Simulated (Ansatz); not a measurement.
System: CH3Cl2Si, charge 0, multiplicity 2. It need not be the lowest isomer of its formula. SMILES: C[Si](Cl)Cl
Structure (B3LYP-D3(BJ)/def2-TZVP (Ansatz, a program for electronic structure) minimum search):
```xyz
7

C     -1.8715    -0.7602    -0.3319
Si    -0.0314    -0.4258    -0.4281
Cl     0.2635     1.5712    -0.9004
Cl     0.8173    -0.8072     1.4245
H     -2.0498    -1.8023    -0.0659
H     -2.3131    -0.1161     0.4321
H     -2.3419    -0.5477    -1.2923
```
Charge 0, spin multiplicity 2.

Quantity: vertical electron affinity (to the singlet state of charge -1; a negative value means that the extra electron is unbound and the number depends on the basis; each state is the SCF solution reached for its spin), in eV. Correlated levels leave the core frozen unless marked. Open shells are spin-unrestricted. Spin-orbit coupling is left out. Non-relativistic. Anions need diffuse functions: aug- sets have them; def2-D sets add few. CBS(X,Y): correlation extrapolated as X^-3; Hartree-Fock from the larger set. The bracket is a focal-point correction in the basis named.

| level | program | vertical electron affinity (eV) |
|---|---|---|
| HF/aug-cc-pV(D+d)Z | Ansatz | 0.25 |
| HF/aug-cc-pV(T+d)Z | Ansatz | 0.21 |
| HF/aug-cc-pV(Q+d)Z | Ansatz | 0.21 |
| SVWN5/def2-TZVPD | Ansatz | 1.49 |
| PBE/def2-TZVPD | Ansatz | 1.27 |
| r2SCAN/def2-TZVPD | Ansatz | 1.11 |
| PBE0/def2-TZVPD | Ansatz | 1.22 |
| BHLYP/def2-TZVPD | Ansatz | 1.17 |
| wB97M-V/def2-TZVPD | Ansatz | 1.39 |
| wB97X-V/def2-TZVPD | Ansatz | 1.28 |
| wB97X/def2-TZVPD | Ansatz | 1.28 |
| SCS-MP2/aug-cc-pV(D+d)Z | Ansatz | 1.16 |
| SCS-MP2/aug-cc-pV(T+d)Z | Ansatz | 1.30 |
| CCSD(T)/aug-cc-pV(D+d)Z | Ansatz | 1.24 |
| RI-MP2/CBS(aug-cc-pV(T+d)Z,aug-cc-pV(Q+d)Z)+[CCSD(T)-MP2]/aug-cc-pV(T+d)Z | Ansatz | 1.44 |
